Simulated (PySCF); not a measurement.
CH6ClPSn.
Cartesian coordinates in Å at the PBE0-D3(BJ)/def2-SVP level; atoms count from 1:
```xyz
10
CH6ClPSn angstrom
P      2.2942   -0.2394   -0.5647
Sn     0.1673    1.0398   -0.1850
C     -1.3714   -0.3655    0.4379
Cl    -1.4945   -1.6821   -0.7649
H      2.3165   -0.7131    0.7856
H      1.5545   -1.3721   -1.0297
H      0.3966    2.2375    1.0256
H     -0.3425    1.7653   -1.6502
H     -1.1217   -0.8147    1.4085
H     -2.3542    0.1196    0.5136
```

Method: PBE0-D3(BJ)/def2-SVP geometry optimisation, gas phase, def2 core potentials past Kr (PySCF 2.14.0).

(1) Which atoms are bound to Sn2, and at what distances?

(2) List the angles at Sn2.

(3) What is the shape at Sn2?

(4) What are the other bond lengths?

(5) Give some angles away from the centre.

(6) What are the rotational constants (commonest isotopes, rigid rotor)?

Answers

(1) 4 atoms: H8 1.713 Å, H7 1.718 Å, C3 2.175 Å, P1 2.511 Å. The nearest atom not counted as bound is H9, at 2.76 Å (others tie with it).

(2) 
| angle | degrees | distance of the outer atoms (Å) |
| --- | --- | --- |
| P1–Sn2–H7 | 110.4 | 3.50 |
| H7–Sn2–H8 | 110.3 | 2.82 |
| C3–Sn2–H7 | 110.1 | 3.20 |
| P1–Sn2–H8 | 109.8 | 3.49 |
| P1–Sn2–C3 | 108.3 | 3.80 |
| C3–Sn2–H8 | 107.9 | 3.16 |

(3) Tetrahedral: angles from 107.9° to 110.4°; τ4 = (360° − α − β)/141° = 0.99 with α and β the two widest (0 for a square, 1 for a tetrahedron).

(4) C3–Cl4 1.788 Å; P1–H5, P1–H6 1.431 Å; C3–H9, C3–H10 1.098 Å.

(5) Sn2–C3–Cl4 109.4°.

(6) A = 2700, B = 1387, C = 976.7 MHz: an asymmetric top.

Point group: C1 (no symmetry element, even within 0.4 Å). Charge 0, singlet. Stationary, but not proved a minimum.

One conformer stands for the species.
